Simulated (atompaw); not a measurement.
## Before and after: PAW (atompaw) potential for titanium

```json
{
  "Element": "titanium (Ti)",
  "Generator": "atompaw 4.2.0.5",
  "Type": "PAW",
  "Functional": "PBEsol",
  "Relativity": "non-relativistic",
  "Frozen core": "[Ne]",
  "Valence charge": "12",
  "Reference configuration": "3s2 3p6 3d2 4s0.5 4p0 (charge +1.5)",
  "Partial waves": "3s (bound): rc 1.30 bohr; 4s (bound): rc 1.85 bohr; 3p (bound): rc 1.50 bohr; 4p (bound, empty): rc 1.85 bohr; 3d (bound): rc 1.85 bohr; 3d channel at 0.2 Ry: rc 1.85 bohr",
  "Local potential": "bessel scheme, radius 1.70 bohr",
  "Core correction": "smooth core density matched at 1.35 bohr",
  "Augmentation charge": "sinc compensation charge, radius 1.55 bohr; PAW radius 1.85 bohr; waves and projectors: custom rrkj gramschmidtortho"
}
```

All-electron outer shells of the reference configuration (PBEsol, non-relativistic, ld1.x):

| shell | level (eV) | outermost node (bohr) | outermost maximum (bohr) |
| --- | --- | --- | --- |
| 2p | -454.46 | – | 0.22 |
| 3s | -73.03 | 0.40 | 0.88 |
| 3p | -50.10 | 0.37 | 0.90 |
| 3d | -15.51 | – | 0.97 |
| 4s | -13.36 | 1.24 | 2.67 |
| 4p | -9.33 | 1.36 | 3.19 |

Change: all radii scaled by about 1.14 (s 1.48, p 1.72, d 2.12 bohr); local potential bessel scheme, radius 1.94 bohr; augmentation sinc compensation charge, radius 1.78 bohr; PAW radius 2.12 bohr; waves and projectors: custom rrkj gramschmidtortho; core correction smooth core density matched at 1.54 bohr.

Cutoffs: the cutoffs (Ry, on a coarse ladder) from which the occupation-weighted sum of valence levels, in a spherical-Bessel basis at the reference potential, stays within 10 and 1 mRy of its value at 400 Ry; they do not see the model core or the augmentation charge, which bear on the density cutoff.

**Question.** What does the change do?

**Answer.** The potential gets softer (35 Ry and 70 Ry → 30 Ry and 50 Ry); neither file shows a bound ghost. A larger radius leaves more room for a smooth pseudo-wave, so fewer plane waves are needed.

```csv
quantity,base,changed
"cutoff, loose",35 Ry,30 Ry
"cutoff, tight",70 Ry,50 Ry
loose cutoff by channel (10 mRy a level),"s 25 Ry, p 30 Ry, d 25 Ry","s 21 Ry, p 25 Ry, d 18 Ry"
bound ghosts,none,none
lowest overlap eigenvalue by channel,"s 0.08, p 0.12, d 0.77","s 0.09, p 0.62, d 0.25"
```

 The cutoffs see the waves, projectors and local potential, not the compensation charge or the core.
